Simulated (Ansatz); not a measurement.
Gas-phase electronic energies from Ansatz, PBE0-D4/def2-TZVP geometries. CCSD(T)/CBS adds triple-zeta CCSD(T) − MP2 to the extrapolated MP2 energy (def2 sets, frozen cores). DFT in def2-TZVPP. B3LYP here is the variant with VWN-RPA as its local correlation; programs differ in this. Elements past krypton have def2 core potentials. For Te outer-core shells are correlated without core-valence functions, which leaves a few kJ/mol of doubt a bond. One conformer a species, not always the lowest.

Reaction (formal exchange of groups at the Si–Te bond): `[TeH][SiH]1CO1` + `C=CCS` → `S[SiH]1CO1` + `C=CC[TeH]`

(1) Is it downhill or uphill in electronic energy at CCSD(T)/CBS, and by how much? (Best estimate.)

(2) What do these levels give: r2SCAN-D4, ωB97X-V, ωB97M-V, B2PLYP, PBE, r2SCAN, PBE0, B3LYP, HF/def2-TZVPP, SCS-MP2/def2-TZVPP, HF/def2-QZVPP, SCS-MP2/def2-QZVPP? (Best estimate.)

Largest T1 diagnostic among the species: 0.013.

Results:

(1) Computed: Downhill: ΔE = -4.7 kcal/mol.

(2) Ansatz gave: r2SCAN-D4 -4.4, ωB97X-V -3.9, ωB97M-V -4.4, B2PLYP -4.7, PBE -3.8, r2SCAN -4.4, PBE0 -3.5, B3LYP -4.4, HF/def2-TZVPP -3.6, SCS-MP2/def2-TZVPP -5.2, HF/def2-QZVPP -3.6, SCS-MP2/def2-QZVPP -5.0 kcal/mol.

In def2-TZVPP, CCSD(T) changes the Hartree–Fock value by −1.5 kcal/mol (the triples alone add −0.2 kcal/mol) and MP2 by −1.7 kcal/mol.
